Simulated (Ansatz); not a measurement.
Computed with Ansatz on PBE0-D4/def2-TZVP structures; ΔE is electronic, products minus reactants. CCSD(T)/CBS is the MP2 limit (def2-TZVPP, def2-QZVPP) plus CCSD(T) − MP2 in def2-TZVPP, frozen cores. This one scheme is used for every species. DFT in def2-TZVPP. B3LYP here is the variant with VWN-RPA as its local correlation; programs differ in this. HSE06 is defined as in plane-wave codes. For Sc outer-core shells are correlated without core-valence functions, which leaves a few kJ/mol of doubt a bond. Scalar relativity is left out up to krypton. Each species was taken in one conformer, which may not be the lowest.

Consider the ligand exchange at the Si–O bond: `[SiH3][O][Sc]([Cl])[Cl]` + CH₃OH → `CO[SiH3]` + `[OH][Sc]([Cl])[Cl]`.

```json
{"level": "LDA (SPW92)", "ΔE (kcal/mol)": "2.9", "difference from CCSD(T)/CBS": "-2.7"}
{"level": "revPBE-D4", "ΔE (kcal/mol)": "4.4", "difference from CCSD(T)/CBS": "-1.2"}
{"level": "BLYP-D4", "ΔE (kcal/mol)": "4.4", "difference from CCSD(T)/CBS": "-1.2"}
{"level": "r2SCAN-D4", "ΔE (kcal/mol)": "4.6", "difference from CCSD(T)/CBS": "-1.0"}
{"level": "PBE0-D4", "ΔE (kcal/mol)": "4.8", "difference from CCSD(T)/CBS": "-0.8"}
{"level": "B3LYP-D4", "ΔE (kcal/mol)": "4.7", "difference from CCSD(T)/CBS": "-0.9"}
{"level": "r2SCANh-D4", "ΔE (kcal/mol)": "4.7", "difference from CCSD(T)/CBS": "-0.9"}
{"level": "r2SCAN0-D4", "ΔE (kcal/mol)": "4.8", "difference from CCSD(T)/CBS": "-0.8"}
{"level": "HSE06-D4", "ΔE (kcal/mol)": "4.8", "difference from CCSD(T)/CBS": "-0.8"}
{"level": "BHLYP-D4", "ΔE (kcal/mol)": "5.2", "difference from CCSD(T)/CBS": "-0.4"}
{"level": "CAM-B3LYP-D4", "ΔE (kcal/mol)": "4.2", "difference from CCSD(T)/CBS": "-1.4"}
{"level": "ωB97X-V", "ΔE (kcal/mol)": "4.2", "difference from CCSD(T)/CBS": "-1.4"}
{"level": "ωB97M-V", "ΔE (kcal/mol)": "4.1", "difference from CCSD(T)/CBS": "-1.5"}
{"level": "B2PLYP", "ΔE (kcal/mol)": "4.8", "difference from CCSD(T)/CBS": "-0.8"}
{"level": "PBE-QIDH", "ΔE (kcal/mol)": "5.0", "difference from CCSD(T)/CBS": "-0.6"}
{"level": "PBE", "ΔE (kcal/mol)": "4.3", "difference from CCSD(T)/CBS": "-1.3"}
{"level": "revPBE", "ΔE (kcal/mol)": "4.9", "difference from CCSD(T)/CBS": "-0.7"}
{"level": "BLYP", "ΔE (kcal/mol)": "4.5", "difference from CCSD(T)/CBS": "-1.1"}
{"level": "r2SCAN", "ΔE (kcal/mol)": "4.6", "difference from CCSD(T)/CBS": "-1.0"}
{"level": "B3LYP", "ΔE (kcal/mol)": "4.7", "difference from CCSD(T)/CBS": "-0.9"}
{"level": "r2SCANh", "ΔE (kcal/mol)": "4.6", "difference from CCSD(T)/CBS": "-1.0"}
{"level": "r2SCAN0", "ΔE (kcal/mol)": "4.7", "difference from CCSD(T)/CBS": "-0.9"}
{"level": "HSE06", "ΔE (kcal/mol)": "4.7", "difference from CCSD(T)/CBS": "-0.9"}
{"level": "BHLYP", "ΔE (kcal/mol)": "4.9", "difference from CCSD(T)/CBS": "-0.7"}
{"level": "LC-ωPBE", "ΔE (kcal/mol)": "4.0", "difference from CCSD(T)/CBS": "-1.6"}
{"level": "RPA@PBE/def2-TZVPP", "ΔE (kcal/mol)": "5.3", "difference from CCSD(T)/CBS": "-0.3"}
{"level": "HF/def2-SVP", "ΔE (kcal/mol)": "7.2", "difference from CCSD(T)/CBS": "1.6"}
{"level": "MP2/def2-SVP", "ΔE (kcal/mol)": "6.1", "difference from CCSD(T)/CBS": "0.5"}
{"level": "CCSD/def2-SVP", "ΔE (kcal/mol)": "6.5", "difference from CCSD(T)/CBS": "0.9"}
{"level": "CCSD(T)/def2-SVP", "ΔE (kcal/mol)": "6.4", "difference from CCSD(T)/CBS": "0.8"}
{"level": "HF/def2-TZVPP", "ΔE (kcal/mol)": "5.9", "difference from CCSD(T)/CBS": "0.3"}
{"level": "MP2/def2-TZVPP", "ΔE (kcal/mol)": "4.9", "difference from CCSD(T)/CBS": "-0.7"}
{"level": "SCS-MP2/def2-TZVPP", "ΔE (kcal/mol)": "5.2", "difference from CCSD(T)/CBS": "-0.4"}
{"level": "CCSD/def2-TZVPP", "ΔE (kcal/mol)": "5.3", "difference from CCSD(T)/CBS": "-0.3"}
{"level": "CCSD(T)/def2-TZVPP", "ΔE (kcal/mol)": "5.2", "difference from CCSD(T)/CBS": "-0.4"}
{"level": "HF/def2-QZVPP", "ΔE (kcal/mol)": "6.2", "difference from CCSD(T)/CBS": "0.6"}
{"level": "SCS-MP2/def2-QZVPP", "ΔE (kcal/mol)": "5.5", "difference from CCSD(T)/CBS": "-0.1"}
{"level": "HF/CBS(def2)", "ΔE (kcal/mol)": "6.2", "difference from CCSD(T)/CBS": "0.6"}
{"level": "MP2/CBS(def2)", "ΔE (kcal/mol)": "5.3", "difference from CCSD(T)/CBS": "-0.3"}
{"level": "CCSD/CBS(def2)", "ΔE (kcal/mol)": "5.7", "difference from CCSD(T)/CBS": "0.1"}
{"level": "CCSD(T)/CBS", "ΔE (kcal/mol)": "5.6", "difference from CCSD(T)/CBS": "0"}
```

Largest T1 diagnostic among the species: 0.015.

Leaving LDA and LC-ωPBE aside and taking each functional with its dispersion term where it has one, the values spread over 1.2 kcal/mol, from ωB97M-V to BHLYP-D4. LDA lies −1.4 kcal/mol from PBE without D4. At CCSD(T), def2-SVP lies +0.8 kcal/mol from the extrapolated value and def2-TZVPP −0.4 kcal/mol.
